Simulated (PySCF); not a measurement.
A structure optimised at B3LYP-D3(BJ)/def2-SVP, used in a PySCF frequency run:

```xyz
11

C     -1.9727    -0.4132    -1.3336
O     -1.1779     0.5827    -0.7200
Si     0.2955     0.3223    -0.0557
N      1.4132    -0.2475    -1.2046
F      0.6845     1.7414     0.6091
Cl     0.2267    -1.0641     1.4691
H     -1.4120    -0.9548    -2.1155
H     -2.3318    -1.1477    -0.5919
H     -2.8442     0.0737    -1.7956
H      2.2223    -0.7888    -0.9196
H      1.5817     0.2720    -2.0608
```
Charge 0, spin multiplicity 1.

Task: Write its SMILES and formula.

Result: CO[Si](N)(F)Cl, CH₅ClFNOSi

Task: What are its rotational constants (standard atomic weights)?

Result: 2.4796, 1.9457, 1.5859 GHz
